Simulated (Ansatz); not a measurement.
`[F][Zr]([F])([F])[SeH]` + HCl → `[F][Zr]([F])([Cl])[SeH]` + H–F at 600 K and 1 bar (ligand exchange at a Zr–F bond).

Computed with Ansatz on PBE0-D4/def2-TZVP structures; ΔE is electronic, products minus reactants. CCSD(T)/CBS is the MP2 limit (def2-TZVPP, def2-QZVPP) plus CCSD(T) − MP2 in def2-TZVPP, frozen cores. This one scheme is used for every species. def2 core potentials past Kr. For Se, Zr outer-core shells are correlated without core-valence functions, which leaves a few kJ/mol of doubt a bond. Scalar relativity is left out up to krypton. Each species was taken in one conformer, which may not be the lowest.

| species | CCSD(T)/CBS energy (Eh) | H − E (kJ/mol) | S (J/(mol·K)) |
| --- | --- | --- | --- |
| `[F][Zr]([F])([F])[SeH]` | -2747.96381 | 93.5 | 469.6 |
| HCl | -460.38127 | 35.4 | 207.2 |
| `[F][Zr]([F])([Cl])[SeH]` | -3107.94524 | 92.8 | 478.3 |
| H–F | -100.39570 | 42.3 | 194.0 |

H − E and S are ideal-gas, rigid-rotor, harmonic terms from PBE0-D4/def2-TZVP, for one conformer and one mirror image of each species. 1 Eh = 2625.50 kJ/mol, R = 8.31446 J/(mol·K).

Q: By hand: ΔE, ΔH, ΔS and ΔG.

A: ΔE = (-3107.94524) + (-100.39570) − (-2747.96381) − (-460.38127) = 0.00414 Eh = 10.9 kJ/mol. Δ(H − E) = 92.8 + 42.3 − 93.5 − 35.4 = 6.2, so ΔH = 17.1 kJ/mol. ΔS = 478.3 + 194.0 − 469.6 − 207.2 = -4.5 J/(mol·K). ΔG = 17.1 − 600 × (-4.5)/1000 = 19.8 kJ/mol.

Q: By hand: the equilibrium constant, and the temperature at which ΔG would vanish if ΔH and ΔS stayed fixed.

A: log₁₀ K = −ΔG/(RT ln 10) = -1.7. ΔH and −TΔS have one sign here, so there is no such temperature.

The number of gas molecules stays the same, so ΔS is small and ΔH decides. A doubt of 5 kJ/mol in ΔE shifts log₁₀ K by 0.4 here. Other conformers and mirror images would add mixing entropy, several J/(mol·K) or more a flexible species. Modes under 60 cm⁻¹, often nearly free rotors, make the harmonic entropy too high. These are equilibria of isolated gas molecules and say nothing of rates. Largest T1 diagnostic: 0.016 (customary marks: 0.02 for closed shells, 0.045 for open ones).

ΔS is within the doubt of such terms, so its sign, and with it that verdict, could turn.
